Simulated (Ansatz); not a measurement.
Diphenyl sulfone, `O=S(=O)(c1ccccc1)c1ccccc1`. The state is a triplet with charge 0. Geometry r2SCAN-D4/def2-SVP, that of the neutral singlet; atoms count from 1.

```xyz
25

O     1.2976   -2.3223    0.8288
S     0.4849   -1.6805   -0.2145
O     0.0621   -2.3903   -1.4304
C    -1.0010   -1.0511    0.5789
C    -2.1580   -0.8821   -0.1858
C    -3.3112   -0.4007    0.4385
C    -3.2971   -0.1051    1.8061
C    -2.1344   -0.2973    2.5606
C    -0.9744   -0.7786    1.9492
C     1.3622   -0.2010   -0.7388
C     2.3064    0.3672    0.1202
C     2.9906    1.5116   -0.2967
C     2.7320    2.0636   -1.5561
C     1.7960    1.4710   -2.4109
C     1.1051    0.3262   -2.0070
H    -2.1472   -1.1453   -1.2468
H    -4.2275   -0.2643   -0.1428
H    -4.2035    0.2693    2.2905
H    -2.1339   -0.0803    3.6325
H    -0.0601   -0.9626    2.5196
H     2.5063   -0.1002    1.0881
H     3.7353    1.9693    0.3606
H     3.2723    2.9583   -1.8785
H     1.6100    1.8972   -3.4008
H     0.3876   -0.1719   -2.6645
```

At PBE0-D4/def2-SVP a singlet of charge 0 lies 4.10 eV below the triplet at the same geometry.

Question: Estimate the Mulliken populations from the PBE0/def2-SVP orbitals of Ansatz.

Answer: 
```csv
atom,charge (e),spin (α − β)
O1,-0.46,0.02
S2,0.80,0.00
O3,-0.47,0.01
C4,-0.12,0.64
C5,0.01,-0.25
C6,0.00,0.56
C7,-0.02,0.71
C8,-0.02,-0.32
C9,0.01,0.65
C10,-0.13,-0.01
C11,0.01,0.05
C12,-0.02,-0.03
C13,0.00,0.06
C14,-0.02,-0.03
C15,0.02,0.04
H16,0.05,0.01
H17,0.04,-0.03
H18,0.04,-0.04
H19,0.04,0.01
H20,0.05,-0.03
H21,0.05,0.00
H22,0.03,0.00
H23,0.03,0.00
H24,0.03,0.00
H25,0.04,0.00
```
Mulliken values and Mayer orders depend strongly on the basis.

Question: Where does the spin sit?

Answer: Summed by element: O 0.03, S 0.00, C 2.06, H -0.09, of 2 unpaired in all. Largest on single atoms: C7 0.71, C9 0.65, C4 0.64.

Question: And the Mayer bond orders between bonded heavy atoms (over 0.3)?

Answer: O1–S2 1.67 (1.47 Å); S2–O3 1.67 (1.47 Å); S2–C4 0.87 (1.80 Å); S2–C10 0.82 (1.80 Å); C4–C5 1.31 (1.40 Å); C4–C9 0.95 (1.40 Å); C5–C6 1.48 (1.40 Å); C6–C7 0.95 (1.40 Å); C7–C8 1.35 (1.40 Å); C8–C9 1.44 (1.40 Å); C10–C11 1.37 (1.40 Å); C10–C15 1.37 (1.40 Å); C11–C12 1.40 (1.40 Å); C12–C13 1.39 (1.40 Å); C13–C14 1.38 (1.40 Å); C14–C15 1.41 (1.40 Å).
